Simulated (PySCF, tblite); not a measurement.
Compound: C4H3F3N2O2.
Atom-mapped SMILES: `[CH3:1][c:2]1[n:3][o:4][c:5]([O:6][C:7]([F:8])([F:9])[F:10])[n:11]1` (hydrogens: H12, H13, H14 on C1)

Geometry (GFN2-xTB, Å), atoms numbered from 1 in this order:
```xyz
14
C4H3F3N2O2 angstrom
C      2.520    0.317   -0.365
C      1.314   -0.384    0.105
N      1.267   -1.639    0.435
O     -0.025   -1.881    0.811
C     -0.649   -0.720    0.668
O     -1.958   -0.687    0.979
C     -2.569    0.502    0.815
F     -2.542    0.931   -0.442
F     -3.837    0.360    1.163
F     -2.050    1.463    1.572
N      0.096    0.238    0.242
H      2.341    0.720   -1.360
H      2.734    1.153    0.298
H      3.357   -0.373   -0.383
```

Method: PBE0/pcSseg-1 in PySCF (dipole) on a GFN2-xTB geometry, gas phase.

Masses are those of the commonest isotopes; rigid-rotor values at the optimised geometry. The values belong to one conformer with, in the numbering `[CH3:1][c:2]1[n:3][o:4][c:5]([O:6][C:7]([F:8])([F:9])[F:10])[n:11]1`, O4–C5–O6–C7 180°.

(1) What are A, B and C (MHz)?

(2) Classify the top.

(3) What does the inertial defect say?

(4) Give the other two planar moments, Paa and Pbb, and the rms extents of the mass along the axes.

(5) List the rotational levels J(Ka,Kc) to J = 3 (cm⁻¹).

(6) Which types of transition are allowed, and where do some lines up to J = 4 fall?

Results:

(1) Ia = 185.37, Ib = 730.13, Ic = 825.34 u·Å²; 505379 MHz·u·Å²/I gives A = 2726, B = 692.2, C = 612.3 MHz.

(2) A near-prolate asymmetric top. Ray's parameter κ = (2B − A − C)/(A − C) = -0.924; −1 is the prolate and +1 the oblate limit.

(3) Not planar: Δ = Ic − Ia − Ib = -90.16 u·Å². For a rigid frame Δ = −2 Σ m c², so Σ m c² = 45.08 u·Å² lies off the ab plane: 1.56 from hydrogen and 43.52 from heavier atoms. The atom farthest from that plane is 1.08 Å away.

(4) Paa = Σ m a² = (Ib + Ic − Ia)/2 = 685.05 and Pbb = Σ m b² = (Ia + Ic − Ib)/2 = 140.29 u·Å². With the mass M = 168.01 u, the rms extents √(P/M) along a, b and c are 2.02, 0.91, 0.52 Å.

(5) Above 0(0,0):
J = 1: 1(0,1) 0.0435, 1(1,1) 0.1114, 1(1,0) 0.1140
J = 2: 2(0,2) 0.1305, 2(1,2) 0.1957, 2(1,1) 0.2037, 2(2,1) 0.4073, 2(2,0) 0.4074
J = 3: 3(0,3) 0.2607, 3(1,3) 0.3222, 3(1,2) 0.3382, 3(2,2) 0.5378, 3(2,1) 0.5382, 3(3,1) 0.8838, 3(3,0) 0.8838
Those of J = 1 are B + C, A + C and A + B.

(6) The dipole components are |μa| = 1.00 D, |μb| = 1.26 D, |μc| = 0.00 D; the mirror of this Cs structure is the ab plane, so μc vanishes by symmetry and there are no c-type lines. The squared components, which scale the intensities, stand as 0.63 : 1.00 (a : b). Some lines, for components of 0.1 D or more:

```tsv
type	branch	J(Ka,Kc)	MHz	lower level (cm⁻¹)
a	Q	3(1,2) ← 3(1,3)	479	0.322
a	Q	4(1,3) ← 4(1,4)	798	0.491
a	R	1(0,1) ← 0(0,0)	1305	0.000
b	Q	1(1,0) ← 1(0,1)	2114	0.044
a	R	2(1,1) ← 1(1,0)	2689	0.114
b	R	1(1,1) ← 0(0,0)	3339	0.000
a	R	3(0,3) ← 2(0,2)	3904	0.130
a	R	4(1,4) ← 3(1,3)	5054	0.322
a	R	4(3,1) ← 3(3,0)	5223	0.884
a	R	4(2,2) ← 3(2,1)	5239	0.538
a	R	4(1,3) ← 3(1,2)	5373	0.338
b	Q	4(2,2) ← 4(1,3)	5862	0.517
b	Q	2(2,0) ← 2(1,1)	6105	0.204
b	R	2(2,1) ← 1(1,0)	8791	0.114
b	R	2(2,0) ← 1(1,1)	8874	0.111
b	R	3(2,2) ← 2(1,1)	10016	0.204
b	Q	3(3,1) ← 3(2,2)	10372	0.538
b	R	4(2,3) ← 3(1,2)	11200	0.338
b	R	3(3,0) ← 2(2,1)	14285	0.407
b	Q	4(4,0) ← 4(3,1)	14514	1.058
b	R	4(4,1) ← 3(3,0)	19737	0.884
b	R	4(4,0) ← 3(3,1)	19737	0.884
```

Its GFN2-xTB frequencies are all real (lowest 51 cm⁻¹). No vibrational averaging or centrifugal distortion is included, and the geometry carries the error of its method. A rigid rotor knows nothing of internal rotation, which can split or shift real lines. Quadrupole hyperfine structure (14N) is left out.
